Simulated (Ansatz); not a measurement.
Two isomers of CH7AlOSSi: A = `[AlH2][O]C[SiH2]S`, B = `C[O][AlH][S][SiH3]`.

Calculated with Ansatz (gas phase, PBE0-D4/def2-TZVP geometries, no zero-point term in ΔE). CBS: MP2 limit from def2 TZ/QZ plus the TZ coupled-cluster correction, frozen cores. DFT in def2-TZVPP. Each species was taken in one conformer, which may not be the lowest.

A:

Z-matrix (Å, degrees):
```
C
O 1 1.410
Si 1 1.888 2 108.3
H 1 1.100 2 112.1 3 121.4
H 1 1.096 2 109.6 3 -119.9
Al 2 1.694 1 132.6 3 -116.7
S 3 2.134 1 109.3 2 -58.2
H 3 1.489 1 107.7 2 63.2
H 3 1.486 1 112.3 2 -176.3
H 6 1.583 2 118.2 1 -2.9
H 6 1.576 2 115.6 1 177.1
H 7 1.346 3 91.9 1 42.8
```

B:

```xyz
12

C    -0.780    1.443   -0.925
O    -0.929    1.204    0.438
Al   -0.665    0.265    1.788
S     0.511   -1.577    1.789
Si    1.212   -1.629   -0.225
H    -1.564    2.126   -1.266
H    -0.852    0.521   -1.513
H     0.190    1.906   -1.137
H    -1.299    0.727    3.147
H     1.879   -0.358   -0.605
H     2.192   -2.740   -0.308
H     0.105   -1.886   -1.182
```

**Question.** Which isomer does CCSD(T)/CBS put lower? Give the gap. (An estimate is asked.)

**Answer.** The calculation gave: B, by 32.1 kcal/mol.

**Question.** Give E(B) − E(A) in kcal/mol with B2PLYP, PBE-D4, CCSD(T)/def2-TZVPP, HF/def2-TZVPP, ωB97M-V, r2SCAN-D4, PBE0-D4. (An estimate is asked.)

**Answer.** Ansatz gave: B2PLYP -31.8, PBE-D4 -30.5, CCSD(T)/def2-TZVPP -31.6, HF/def2-TZVPP -34.0, ωB97M-V -30.9, r2SCAN-D4 -32.5, PBE0-D4 -31.9. None reverses the order clearly.

Largest T1 diagnostic: 0.013.

From PBE to PBE0 (25 % exact exchange), in def2-TZVPP and without D4, E(B) − E(A) moves by −1.4 kcal/mol. In def2-TZVPP, CCSD(T) changes the Hartree–Fock value by +2.4 kcal/mol (the triples alone add +0.2 kcal/mol) and MP2 by +1.3 kcal/mol.
